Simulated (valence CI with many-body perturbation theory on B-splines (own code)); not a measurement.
Results of a calculation; reference values are marked as such.
Ladder of approximations for Pd XXXI

Level of theory: configuration interaction combined with many-body perturbation theory (CI+MBPT): six valence electrons over a frozen Dirac-Fock core [Ne], a basis of 9 s, 9 p, 8 d, 6 f, 3 g, 1 h functions for each j, with the one-electron correlation potential Σ1 (screened to all orders), the two-electron term Σ2, the three-electron term Σ3, Breit, model QED; selected single and double excitations, second order for the rest, scaled by the run's own slope (own B-spline code, finite nucleus).

No measured spectrum was set against this ion. As an estimate, large intervals hold to a few tenths of a per cent, small ones and those within an open d or f shell to about a per cent. Among the levels kept, up to 1500 cm⁻¹ of a level comes from second order outside the variational space, and about a tenth of that is noise between levels of different J, which matters for small intervals.

Each rung adds one term. CI alone is the Dirac-Coulomb CI over the frozen core; QED comes last and gives the full result, which names the levels. Energies are above (3s^2 3p1/2^2 3p3/2^2) J=2 on the same rung, in cm⁻¹.

Levels are named by their leading jj configuration (3d3/2^4 stands for four electrons in 3d with j = 3/2), which in mixed levels can hold well under half, so a name can repeat and another be missing. Letters in brackets count levels of one name in rising energy.

| Level | CI alone | + Σ1 | + Σ2 | + Σ3 | + Breit | Full |
| --- | --- | --- | --- | --- | --- | --- |
| (3s^2 3p1/2^2 3p3/2^2) J=0 | 79116 | 79135 | 78956 | 78647 | 79096 | 79040 |
| (3s^2 3p1/2 3p3/2^3) J=1 | 280149 | 280577 | 281048 | 281097 | 276936 | 277485 |
| (3s^2 3p1/2 3p3/2^3) J=2 | 328264 | 328698 | 328921 | 328771 | 323940 | 324490 |
| (3s^2 3p3/2^4) J=0 | 643904 | 644748 | 645389 | 645098 | 636565 | 637554 |
| (3s 3p1/2^2 3p3/2^3) J=2 | 949914 | 948896 | 948543 | 949470 | 948046 | 944279 |
| (3s^2 3p1/2^2 3p3/2 3d3/2) J=1 | 992320 | 991143 | 989994 | 990087 | 988331 | 986236 |
| (3s^2 3p1/2^2 3p3/2 3d3/2) J=2 | 1018660 | 1017390 | 1015450 | 1014650 | 1012110 | 1011250 |
| (3s^2 3p1/2^2 3p3/2 3d3/2) J=0 | 1033430 | 1032150 | 1030400 | 1029580 | 1027690 | 1027000 |
| (3s^2 3p1/2^2 3p3/2 3d3/2) J=3 | 1035760 | 1034520 | 1032630 | 1031670 | 1027940 | 1027350 |
| (3s^2 3p1/2^2 3p3/2 3d5/2) J=4 | 1092790 | 1091870 | 1090050 | 1089070 | 1082860 | 1082430 |
| (3s 3p1/2^2 3p3/2^3) J=1 | 1112030 | 1111020 | 1109190 | 1109060 | 1106360 | 1104020 |
| (3s^2 3p1/2^2 3p3/2 3d5/2) J=2 | 1144070 | 1143140 | 1140790 | 1139920 | 1134850 | 1133910 |
| (3s^2 3p1/2^2 3p3/2 3d5/2) J=3 | 1192720 | 1191720 | 1189130 | 1187530 | 1182310 | 1181890 |
| (3s 3p1/2 3p3/2^4) J=0 | 1228720 | 1228010 | 1228060 | 1228590 | 1223600 | 1220940 |
| (3s^2 3p1/2^2 3p3/2 3d5/2) J=1 | 1239210 | 1238330 | 1236130 | 1234540 | 1229010 | 1228520 |
| (3s^2 3p1/2 3p3/2^2 3d3/2) J=1 [a] | 1257450 | 1256620 | 1255530 | 1255310 | 1249510 | 1248230 |
| (3s^2 3p1/2 3p3/2^2 3d3/2) J=2 [a] | 1266360 | 1265450 | 1263850 | 1263150 | 1256220 | 1256080 |
| (3s^2 3p1/2 3p3/2^2 3d3/2) J=0 | 1285290 | 1284550 | 1283210 | 1282960 | 1275770 | 1275010 |
| (3s^2 3p1/2 3p3/2^2 3d3/2) J=3 [a] | 1293360 | 1292510 | 1290930 | 1290120 | 1281780 | 1281700 |

**Question.** How does the ionisation energy move along the ladder, and which term matters most?

**Answer.** CI alone 1785.3, + Σ1 1786.1, + Σ2 1786.2, + Σ3 1785.7, + Breit 1784.7, + QED 1784.7 eV. The largest step is Breit, -1.0 eV. NIST lists 1781.3 ± 2.3 eV (semi-empirical).
